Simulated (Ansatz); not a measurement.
Program: Ansatz. Geometries: PBE0-D4/def2-TZVP. ΔE: electronic, gas phase. CCSD(T)/CBS adds triple-zeta CCSD(T) − MP2 to the extrapolated MP2 energy (def2 sets, frozen cores). Functionals use def2-TZVPP. B3LYP here is the variant with VWN-RPA as its local correlation; programs differ in this. HSE06 is defined as in plane-wave codes. For Sc outer-core shells are correlated without core-valence functions, which leaves a few kJ/mol of doubt a bond. Scalar relativity is left out up to krypton. Each species was taken in one conformer, which may not be the lowest.

Consider the ligand exchange at the Si–O bond: `[OH][Sc]([OH])[O][SiH3]` + `NBS` → `[SiH3]NBS` + `[OH][Sc]([OH])[OH]`.

```csv
level,ΔE (kJ/mol),difference from CCSD(T)/CBS
BLYP-D4,69.3,-3.2
PBE0-D4,68.8,-3.7
B3LYP-D4,72.2,-0.3
r2SCAN0-D4,73.6,1.1
HSE06-D4,68.8,-3.7
PBE-QIDH,72.0,-0.5
revPBE,68.6,-3.9
BLYP,73.2,0.7
B3LYP,75.0,2.5
r2SCANh,73.5,1.0
r2SCAN0,74.0,1.5
HF/def2-SVP,86.3,13.8
MP2/def2-SVP,80.2,7.7
SCS-MP2/def2-TZVPP,74.0,1.5
SCS-MP2/def2-QZVPP,74.6,2.1
HF/CBS(def2),86.8,14.3
CCSD(T)/CBS,72.5,0
```

Largest T1 diagnostic among the species: 0.016.

Leaving LDA and LC-ωPBE aside and taking each functional with its dispersion term where it has one, the values, not all of them listed here, spread over 13.4 kJ/mol, from revPBE-D4 to BHLYP-D4. In def2-TZVPP, CCSD(T) changes the Hartree–Fock value by −12.8 kJ/mol (the triples alone add −1.7 kJ/mol) and MP2 by −13.9 kJ/mol.
